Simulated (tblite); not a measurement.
C₄H₇F₃SSi₂.
Numbering: `[F:1][C:2]([F:3])=[C:4]([F:5])/[CH:6]=[CH:7]/[SiH2:8][S:9][SiH3:10]` (hydrogens: H11 on C6; H12 on C7; H13, H14 on Si8; H15, H16, H17 on Si10)

Structure optimised with GFN2-xTB, isolated species.

Task: What internal coordinates does the optimisation give?

Result: 
```csv
bond,length (Å)
F1–C2,1.325
C2–F3,1.324
C2=C4,1.338
C4–F5,1.349
C4–C6,1.445
C6=C7,1.335
C7–Si8,1.874
Si8–S9,2.148
S9–Si10,2.147
C6–H11,1.080
C7–H12,1.082
"Si8–H13, Si8–H14",1.461
"Si10–H15, Si10–H16, Si10–H17",1.455
```

Bonds in one row agree within 0.01 Å and their mean is given. A selection of angles:
```csv
angle,degrees
F1–C2–F3,110.8
F1–C2–C4,123.5
F3–C2–C4,125.8
C2–C4–F5,117.4
C2–C4–C6,125.0
F5–C4–C6,117.5
C4–C6–C7,123.5
C6–C7–Si8,124.7
C7–Si8–S9,106.1
Si8–S9–Si10,103.9
```

Dihedral angles: F1–C2–C4–F5 180° (antiperiplanar); C2–C4–C6–C7 180° (antiperiplanar); C4–C6–C7–Si8 180° (antiperiplanar); C6–C7–Si8–S9 1° (synperiplanar); C7–Si8–S9–Si10 176° (antiperiplanar). The mirror-image conformer, all signs reversed, is as good.

Si8 (SiH2 silicon) is tetrahedral (angles from 106.1° to 110.9°). The C–F distances run from 1.324 Å (C2–F3, drawn single) to 1.349 Å (C4–F5, drawn single), a spread of 0.025 Å. Of the pairs four or more bonds apart, F5···H12 is among the closest relative to their van der Waals radii: 2.45 Å, 92 % of the sum of Bondi's values. S9 (sulfur bonded to 2 Si) is bent (angle 103.9°). Si10 (SiH3 silicon) is distorted tetrahedral (angles from 102.8° to 113.4°). The C–C distances run from 1.335 Å (C6=C7, drawn double) to 1.445 Å (C4–C6, drawn single), a spread of 0.110 Å.

Point group: near Cs, missed by 0.22 Å at most; the miss may be what the optimiser left on a soft mode. Its GFN2-xTB frequencies are all real (lowest 22 cm⁻¹). One conformer, not necessarily the lowest. 3 starts were optimised and ended at 0.00, 0.02 and 0.59 kcal/mol (GFN2-xTB); the lowest of these is shown.

All values are computed, not measured.
